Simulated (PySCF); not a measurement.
# What settings do to a single point of Lu(NO2)3

The sound run of Lu(NO2)3 (singlet in the valence; each metal's 4f electrons, 14 of them, lie in its core potential, out of spins and levels) uses PySCF 2.14.0, RKS B3LYP, Lu lcecp-1-SVP with ECP60, O def2-SVP, N def2-SVP; non-relativistic Hamiltonian with scalar-relativistic core potentials where named; density fitting; no spin-orbit coupling, grid (50, 194), threshold 1e-8 Eh and 55 cycles, at the relaxed geometry:

```xyz
10

Lu    0.0000    0.0000    0.0000
O     2.0405    0.1675    1.0352
O     2.0405   -0.1675   -1.0352
N     2.7471    0.0000    0.0000
O    -1.1653    1.6834    1.0352
O    -0.8752    1.8509   -1.0352
N    -1.3735    2.3790    0.0000
O    -0.8752   -1.8509    1.0352
O    -1.1653   -1.6834   -1.0352
N    -1.3736   -2.3790    0.0000
```

There Lu1 has a Mulliken charge of 1.14 e and the dipole about the centre of mass is 0.00 D. Each run below changes one thing and starts from free metal ions and neutral atoms unless it says otherwise; with 55 cycles, smearing, a level shift and second-order steps follow where DIIS fails, and their cycles count. Energy shifts count from the sound run. On f atoms grids over 110 angular points are at least (60, 302).

```csv
change,outcome,cycles,energy shift (eV),largest force component (eV/Å),charge on Lu1 (e),dipole about the centre of mass (D)
"charge changed by +1, spin kept, limit 78 cycles",refused,–,–,–,–,–
```

One further run converged with energy shift (eV) 1.98, largest force component (eV/Å) 6.65, charge on Lu1 (e) 0.99, dipole about the centre of mass (D) 0.00. Which change was it?
A. grid (10, 14)
B. all coordinates × 0.94
C. start from a density of up to 30 smeared cycles (not counted)

B.

And the other changes listed?


```json
{"change": "grid (10, 14)", "outcome": "converged", "cycles": "11", "energy shift (eV)": "-19.47", "largest force component (eV/Å)": "29.70", "charge on Lu1 (e)": "1.32", "dipole about the centre of mass (D)": "0.38"}
{"change": "start from a density of up to 30 smeared cycles (not counted)", "outcome": "converged", "cycles": "8", "energy shift (eV)": "0.0000", "largest force component (eV/Å)": "0.01", "charge on Lu1 (e)": "1.14", "dipole about the centre of mass (D)": "0.00"}
```

Unsound on purpose, so not properties of the compound: grid (10, 14).

Forces carry noise of the integration grid, about 0.01 to 0.03 eV/Å.

An lcecp potential fixes the number of 4f electrons, so in runs with it no electron can move into or out of that shell.
